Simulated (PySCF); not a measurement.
**Computed properties of GaH₂Cl, SMILES [Cl][GaH2]**

GaH2Cl, SMILES [Cl][GaH2]. The structure is a stationary point at B3LYP-D3(BJ)/def2-TZVP. One conformer was computed; it need not be the lowest. All values are computed for the isolated molecule unless a solvent is named; none is compared with measurement here.

**Structure.** The optimised structure has C2v symmetry. All 6 harmonic modes at B3LYP-D3(BJ)/def2-TZVP (PySCF) are real, so it is a minimum.

**Vibrations.** The strongest infrared lines (harmonic, unscaled, degenerate partners summed) lie at 2014 cm⁻¹ (200 km/mol, H 98 %), 730 cm⁻¹ (155 km/mol, H 98 %), 610 cm⁻¹ (90 km/mol, H 95 %). The softest mode is at 403 cm⁻¹ and the zero-point energy is 8.9 kcal/mol.

**Electronic structure.** HF/def2-TZVPD (PySCF) places the frontier levels at -11.62 and 0.80 eV, a gap of 12.42 eV, and gives a dipole moment of 2.29 D and a mean polarisability of 41.0 bohr³. PBE/def2-TZVPD (PySCF) at the same geometry gives -7.16 and -2.68 eV, so its gap is 7.94 eV narrower. An orbital gap is neither the optical nor the fundamental gap.

**Excitations.** TDA-ωB97X/def2-TZVPD (PySCF) has S1 at 5.44 eV (228 nm, f = 0.000, dark); the most intense of the 10 singlets computed lies at 9.08 eV (f = 0.62). T1 (TDA) is at 5.17 eV, 0.27 eV under S1. No vertical singlet excitation falls in the visible range (under 3.1 eV).

**NMR.** GIAO shifts at B3LYP/pcSseg-2 (PySCF) (non-relativistic, atoms alike by connectivity averaged): ¹H at 6.5 ppm against TMS. Without spin–orbit terms, shifts of atoms bonded to Cl or Br come out too high.
